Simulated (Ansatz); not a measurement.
H$_{2}$Zn, triplet, at a GFN2-xTB geometry (such geometries of metal compounds can be far from the true shape) (a higher spin typed on purpose: for a closed-shell molecule this is an excited state); BHLYP/def2-SVPD run with Ansatz (an electronic-structure program).

Input for Ansatz:
Ansatz 0.2 input:
```yaml
crystal:
  periodic: [false, false, false]
  atoms:
    - {symbol: Zn, position_ang: [0.00700298, 0.00572522, 0.09593080]}
    - {symbol: H, position_ang: [0.06721488, -1.18648772, -1.38585186]}
    - {symbol: H, position_ang: [-0.27730424, 1.01473107, -1.49207223]}
basis:
  gaussian:
    orbitals: def2-SVPD
hamiltonian:
  xc: {name: BHLYP}
magnetization: {spin_polarized: true, initial_magnetization: 2}
```

The log (banner, timings and long lists left out):

```
Functional definition: BHLYP
473 factors; integrals over basis functions are off by at most 1.3e-3 eV
mean field evaluation 1: about -48439.8438 eV, gradient 9.5e0 eV
mean field evaluation 2: about -48440.0252 eV, gradient 1.0e1 eV
mean field evaluation 4: about -48440.2635 eV, gradient 9.4e-1 eV
mean field evaluation 8: about -48440.3150 eV, gradient 5.3e-2 eV
mean field evaluation 16: about -48440.3150 eV, gradient 3.4e-5 eV
mean field -48440.31503199 eV, -1780.1487434009 hartree, gradient 3.4e-5 eV, S^2 2.024982; 0 other end points of the search recorded, 0 dependent functions left out
reference -48440.31517248 eV, -1780.1487485639 hartree; 17, 15 occupied and 33, 35 virtual orbitals, 473 factors
Total energy: -48440.31517248 eV, -1780.1487485639 hartree
```
